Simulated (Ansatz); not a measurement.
Computed with Ansatz on PBE0-D4/def2-TZVP structures; ΔE is electronic, products minus reactants. CCSD(T)/CBS is the MP2 limit (def2-TZVPP, def2-QZVPP) plus CCSD(T) − MP2 in def2-TZVPP, frozen cores. This one scheme is used for every species. Functionals use def2-TZVPP. Each species was taken in one conformer, which may not be the lowest.

Consider the hydrogenolysis of a B–O bond: `CB(N)O` + H₂ → `CBN` + H₂O.

```csv
level,ΔE (kJ/mol)
PBE0-D4,91.6
r2SCAN,99.3
```

Question: What does CCSD(T)/CBS give? (An estimate is asked.)

Answer: Ansatz gave: +90.8 kJ/mol. The listed levels differ from it by 0.8, 8.5 kJ/mol.

Largest T1 diagnostic among the species: 0.011.

At CCSD(T), def2-SVP lies +14.0 kJ/mol from the extrapolated value and def2-TZVPP +1.9 kJ/mol. In def2-TZVPP, CCSD(T) changes the Hartree–Fock value by +5.1 kJ/mol (the triples alone add +2.3 kJ/mol) and MP2 by +8.7 kJ/mol. The D4 term adds +4.8 kJ/mol with B3LYP and +2.5 kJ/mol with PBE0; it sums over pairs of atoms, weighted by their polarisabilities, and B3LYP, whose exchange is more repulsive, gets the larger term.

B3LYP here is the variant with VWN-RPA as its local correlation; programs differ in this.
